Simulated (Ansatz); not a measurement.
This geometry of BClH2O + BrH (7 atoms, charge 0, multiplicity 1) is a first-order saddle point.

Level of theory: RKS PBE/def2-SVP (Ansatz 0.2.0).

```xyz
7
Properties=species:S:1:pos:R:3
B 0.111 0.081 0.134
O -0.004 -0.076 1.615
H -0.942 -0.222 1.856
Cl 1.621 -0.529 -0.539
H -0.911 0.052 -0.513
Br 0.363 2.475 0.597
H 0.183 1.193 1.655
```

Q: Which two structures does it join? (They come from a converged band through this point; their orientation in space is the band's.)

A: Bonds broken: Br6–H7. Bonds formed: B1–Br6, O2–H7. BClH2O + BrH becomes BBrClH3O.

Initial state:

```xyz
7
Properties=species:S:1:pos:R:3
B -0.087 -0.622 -0.066
O -0.335 0.299 0.906
H -1.150 0.105 1.407
Cl 1.350 -0.403 -1.051
H -0.823 -1.568 -0.258
Br 0.935 3.189 2.273
H 0.532 1.975 1.594
```

Final state:

```xyz
7
Properties=species:S:1:pos:R:3
B 0.127 0.402 0.029
O -0.012 -0.092 1.629
H -0.974 -0.111 1.824
Cl 1.608 -0.399 -0.608
H -0.932 0.069 -0.469
Br 0.270 2.409 0.282
H 0.335 0.696 2.118
```

Q: How far does it lie above each of them?

A: 18.5 kcal/mol above the first and 10.8 kcal/mol above the second. This is the barrier of this one path; another mechanism may lie lower. The orbitals stay closed-shell, which can raise the energy where a bond breaks towards radicals; this wasn't checked here.

Run time: 3.6 min on 2 threads of Arm Neoverse V1, with other jobs on the host, peak memory 0.14 GiB.
